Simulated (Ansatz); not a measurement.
C4H12Sn⁺, that is SnHMe2Et with one electron fewer. Charge 1, multiplicity 2. Geometry r2SCAN-D4/def2-SVP, that of the neutral singlet; atoms count from 1.

```xyz
17

Sn   -0.0774    0.3805    0.6953
H     1.1594    0.8072    1.8241
C    -0.3638    2.0124   -0.6957
H    -0.6632    2.9254   -0.1595
H    -1.1518    1.7562   -1.4203
H     0.5661    2.2198   -1.2459
C    -1.9218    0.0055    1.7598
H    -1.7935   -0.8202    2.4754
H    -2.7173   -0.2652    1.0493
H    -2.2353    0.9035    2.3126
C     0.5351   -1.3930   -0.4030
C     1.8227   -1.2003   -1.2018
H    -0.3038   -1.6693   -1.0657
H     0.6400   -2.2160    0.3251
H     2.1050   -2.1147   -1.7523
H     1.7261   -0.3926   -1.9471
H     2.6736   -0.9391   -0.5502
```

In the def2 sets Sn takes a core potential; there is no spin–orbit coupling.

Estimate the Mulliken populations from the PBE0/def2-TZVP orbitals of Ansatz.


```
atom  charge (e)  spin (α − β)
 Sn1        0.68          0.12
  H2        0.03         -0.01
  C3       -0.58          0.09
  H4        0.20          0.01
  H5        0.18          0.00
  H6        0.18          0.00
  C7       -0.57          0.10
  H8        0.19          0.00
  H9        0.18          0.00
 H10        0.20          0.02
 C11       -0.30          0.54
 C12       -0.40          0.02
 H13        0.21          0.01
 H14        0.21          0.01
 H15        0.22          0.08
 H16        0.18          0.01
 H17        0.19          0.01
```
Mulliken values depend strongly on the basis.

Where does the spin sit?

Summed by element: Sn 0.12, H 0.12, C 0.75, of 1 unpaired in all. Largest on single atoms: C11 0.54, Sn1 0.12, C7 0.10.

And the Mayer bond orders between heavy atoms (over 0.3)?

Sn1–C3 0.93 (2.16 Å); Sn1–C7 0.92 (2.16 Å); Sn1–C11 0.54 (2.17 Å); C11–C12 1.08 (1.53 Å).
